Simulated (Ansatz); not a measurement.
Species: C₄H₆BN, SMILES `C(/C#N)(=C\C)B` (charge 0, multiplicity 1), formula C$_{4}$H$_{6}$BN.

How many basis functions does Ansatz (an electronic-structure program) with frozen-core CCSD(T)/cc-pVTZ // CAM-B3LYP-D3(BJ)/def2-TZVP use, how many core orbitals are frozen, and how many electrons are correlated?

264 basis functions and 6 frozen orbitals, which leaves 30 correlated electrons. Core time is of the order of minutes.
